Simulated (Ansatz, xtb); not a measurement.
# C4H8BBr: which of two isomers lies lower

Structure a: `B[C@@H]1CC[C@@H]1Br`, a singlet. Structure b: `BC1(Br)CCC1`, a singlet. Both are isolated molecules in the gas phase, relaxed with B3LYP/def2-SVP; the shapes shown needn't be the lowest conformers.

a (Å):

```tsv
atom	x (Å)	y (Å)	z (Å)
C	0.5255	0.6291	0.2212
C	-1.0062	0.7327	-0.0777
C	-0.7525	0.1907	-1.5096
C	0.7293	0.5392	-1.3146
B	1.0259	-0.7149	0.8815
Br	2.0774	-0.7781	-1.9637
H	2.0701	-0.7556	1.4822
H	0.3483	-1.7133	0.8209
H	0.9956	1.5161	0.6748
H	-1.6765	0.1361	0.5592
H	-1.3586	1.7752	-0.0811
H	-1.2644	0.6767	-2.3537
H	-0.9125	-0.8945	-1.5746
H	1.0343	1.4852	-1.7784
```

b (Å):

```yaml
atoms:
  - { symbol: C, position_ang: [0.5142, 0.8581, -0.1674] }
  - { symbol: C, position_ang: [-1.0208, 0.6519, -0.2283] }
  - { symbol: C, position_ang: [-0.7912, -0.5917, -1.1244] }
  - { symbol: C, position_ang: [0.6501, -0.1007, -1.4072] }
  - { symbol: B, position_ang: [1.3230, 0.1646, 0.9694] }
  - { symbol: Br, position_ang: [1.1232, 2.7272, -0.4492] }
  - { symbol: H, position_ang: [0.8218, -0.7651, 1.5579] }
  - { symbol: H, position_ang: [2.4667, 0.4637, 1.1918] }
  - { symbol: H, position_ang: [-1.5373, 0.5104, 0.7331] }
  - { symbol: H, position_ang: [-1.5124, 1.4658, -0.7793] }
  - { symbol: H, position_ang: [-0.8083, -1.5332, -0.5564] }
  - { symbol: H, position_ang: [-1.4505, -0.6983, -1.9982] }
  - { symbol: H, position_ang: [1.4672, -0.8421, -1.3951] }
  - { symbol: H, position_ang: [0.7346, 0.4855, -2.3340] }
```

Which of the two would you expect CCSD(T)/def2-SVP + ΔMP2/def2-TZVPP electronic energies to favour?

Too close to call at this level: CCSD(T)/def2-SVP + ΔMP2/def2-TZVPP gives E(b) − E(a) = −1.05 kJ/mol.

Level by level:

| level | geometry | E(b) − E(a) (kJ/mol) | departure from the last row (kJ/mol) | job, with rough time for the two |
| --- | --- | --- | --- | --- |
| B3LYP/def2-SVP | B3LYP/def2-SVP | +0.50 | +1.55 | optimisation, 3.6 min |
| HF/def2-SVP | B3LYP/def2-SVP | +0.25 | +1.30 | part of the CCSD(T) run |
| MP2/def2-SVP | B3LYP/def2-SVP | −0.94 | +0.11 | part of the CCSD(T) run |
| CCSD(T)/def2-SVP | B3LYP/def2-SVP | −0.56 | +0.49 | single point |
| CCSD(T)/def2-SVP + ΔMP2/def2-TZVPP | B3LYP/def2-SVP | −1.05 |  | single point, 3.6 min |

As drawn, both hold the same kinds of bond in the same numbers.

The largest departure from CCSD(T)/def2-SVP + ΔMP2/def2-TZVPP is that of B3LYP/def2-SVP, 1.55 kJ/mol. Levels run at GFN2-xTB geometries aren't shown. The last row adds to CCSD(T) the change of the MP2 difference between the two basis sets, here −0.49 kJ/mol.

With thermal terms from frequencies at re-optimised GFN2-xTB minima (ideal gas, soft modes damped towards free rotors, one conformer each, 298.15 K, 1 atm): on the last row, ΔE + ΔZPE = −0.63, ΔH = −0.52, ΔG = −0.16 kJ/mol.

The correlated steps freeze 14 core orbitals; the filled d shell of Br is correlated, in a basis made for valence electrons. Mirror images aren't counted in ΔG. Run with Ansatz 0.2.0, xtb 6.7.1; the last row on 2 threads of Intel(R) Xeon(R) Processor @ 2.50GHz (Skylake/Cascade Lake) on a shared host.
